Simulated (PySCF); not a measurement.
Species: 3,4-ethylenedioxythiophene, C₆H₆O₂S.
Bonds: C1–S2 (aromatic), S2–C3 (aromatic), C3–C4 (aromatic), C4–C5 (aromatic), C5–O6, O6–C7, C7–C8, C8–O9, C1–C5 (aromatic), C4–O9. Hydrogens: H10 on C1; H11 on C3; H12, H13 on C7; H14, H15 on C8.

Jobs on this species (15 atoms, 74 electrons) with PySCF (density fitting). Hardware of each: one thread of an x86-64 server (shared host). Other jobs ran on the host; a repeat could differ by tens of per cent or more.

Question: Rank these jobs by wall time, shortest first.
A. PBE0-D3(BJ)/def2-SVP, grid level 1; geometry optimisation from a GFN2-xTB start; 160 basis functions
B. PBE0/def2-SVPD; 10 singlets by full TDDFT, 4 Tamm–Dancoff triplets, polarisability, ΔSCF ions; 241 basis functions
C. PBE0/pcSseg-1; shieldings, ring-centre shieldings, charges and field gradients; 190 basis functions

Answer: C (22 s), A (43 s), B (97 s).

All jobs:

```json
{"level and settings": "PBE0/pcSseg-1", "work": "shieldings, ring-centre shieldings, charges and field gradients", "basis functions": "190", "SCF cycles": "14", "wall time": "22 s"}
{"level and settings": "wB97X-D/pcSseg-1", "work": "shieldings, ring-centre shieldings", "basis functions": "190", "SCF cycles": "14", "wall time": "29 s"}
{"level and settings": "PBE0-D3(BJ)/def2-SVP, grid level 1", "work": "geometry optimisation from a GFN2-xTB start", "basis functions": "160", "SCF cycles": "34", "wall time": "43 s"}
{"level and settings": "delta-SCF UKS SCAN, pcX-2 on the ionised atom, pcseg-1 elsewhere, spin-free X2C", "work": "ΔSCF core ionisation, 6 holes", "basis functions": "202", "SCF cycles": "112", "wall time": "46 s"}
{"level and settings": "PBE0/def2-SVPD", "work": "10 singlets by full TDDFT, 4 Tamm–Dancoff triplets, polarisability, ΔSCF ions", "basis functions": "241", "SCF cycles": "14", "wall time": "97 s"}
```

Q: What do all jobs in the table cost together?

A: About 4.0 min; the longest takes about 41 % of that, and about 4.4 times as long as the shortest.
